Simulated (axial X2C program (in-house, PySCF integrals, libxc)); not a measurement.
## Density and ELF of HfN

All values were computed with an axial X2C code built on PySCF integrals. Spin-free means the one-electron spin-free X2C Hamiltonian. Basis: Hf dyall-cv3z [13s14p9d7f4g], N dyall-av3z [7s7p3d2f] (cores contracted in-house); Gaussian nuclei, density fitting, unrestricted open shells. Masses: Hf 179.947 u, N 14.003 u.

PBE0, scalar-relativistic, state M_S = 1/2, Λ = 0 (beyond evenly filled blocks: σα); Hf at z = 0, N at z = 1.707 Å.

The maps cover the half plane through the axis: z from -2.4 to 3.6 Å along the bond, ρ from 0.15 to 2.25 Å away from it.

log10 of the density in e/bohr³:

```
 ρ\z  -2.4  -1.8  -1.2  -0.6   0.0   0.6   1.2   1.8   2.4   3.0   3.6
0.15  -2.8  -2.2  -1.3  -0.1   1.8  -0.1  -0.4   0.4  -0.8  -1.9  -2.9
0.45  -2.9  -2.2  -1.5  -0.4   0.4  -0.4  -0.6  -0.5  -1.1  -2.0  -3.0
0.75  -2.9  -2.3  -1.7  -1.0  -0.5  -0.9  -1.0  -0.9  -1.4  -2.3  -3.1
1.05  -3.1  -2.5  -2.0  -1.6  -1.3  -1.5  -1.4  -1.5  -1.9  -2.5  -3.3
1.35  -3.2  -2.7  -2.3  -2.0  -1.9  -1.9  -1.9  -1.9  -2.3  -2.9  -3.6
1.65  -3.4  -2.9  -2.5  -2.3  -2.3  -2.3  -2.3  -2.4  -2.7  -3.2  -3.8
1.95  -3.6  -3.1  -2.8  -2.6  -2.6  -2.6  -2.6  -2.8  -3.1  -3.5  -4.1
2.25  -3.8  -3.4  -3.1  -2.9  -2.9  -2.9  -3.0  -3.2  -3.5  -3.9  -4.4
```

Electron localisation function (collinear form, no current term, damped to 0 at low density):

```
 ρ\z  -2.4  -1.8  -1.2  -0.6   0.0   0.6   1.2   1.8   2.4   3.0   3.6
0.15  0.54  0.48  0.39  0.56  0.26  0.45  0.78  0.43  0.91  0.74  0.29
0.45  0.52  0.49  0.32  0.60  0.34  0.47  0.79  0.70  0.89  0.68  0.25
0.75  0.49  0.51  0.26  0.40  0.58  0.28  0.74  0.81  0.80  0.55  0.17
1.05  0.44  0.55  0.27  0.16  0.24  0.15  0.65  0.71  0.63  0.38  0.08
1.35  0.36  0.57  0.41  0.17  0.11  0.15  0.54  0.54  0.41  0.21  0.03
1.65  0.22  0.56  0.59  0.39  0.19  0.21  0.40  0.36  0.22  0.08  0.01
1.95  0.09  0.47  0.66  0.59  0.35  0.26  0.26  0.20  0.10  0.02  0.00
2.25  0.03  0.26  0.57  0.58  0.42  0.23  0.14  0.08  0.03  0.00  0.00
```

Axial spin density in 10⁻³ e/bohr³:

```
 ρ\z  -2.4  -1.8  -1.2  -0.6    0.0   0.6   1.2    1.8   2.4   3.0  3.6
0.15   0.6   1.5   1.5  33.1  -10.8  14.5  -0.3  -14.5  -4.0  -0.3  0.0
0.45   0.6   1.5   1.8   6.2   -1.6   3.6  -1.9   -8.0  -2.2  -0.2  0.0
0.75   0.5   1.5   2.6   2.9    4.3   2.6  -1.0   -2.4  -0.9  -0.1  0.0
1.05   0.5   1.4   3.1   6.0    9.2   4.1   0.2   -0.6  -0.3  -0.1  0.0
1.35   0.4   1.1   2.8   5.7    7.3   3.6   0.7   -0.1  -0.1   0.0  0.0
1.65   0.3   0.8   2.0   3.9    4.5   2.4   0.6    0.1   0.0   0.0  0.0
1.95   0.2   0.5   1.3   2.3    2.5   1.4   0.5    0.1   0.0   0.0  0.0
2.25   0.1   0.3   0.7   1.2    1.2   0.8   0.3    0.1   0.0   0.0  0.0
```

Occupations by symmetry block were frozen at the best pattern of an incomplete PBE0 search. The stretched end of a curve changes character and is left out.
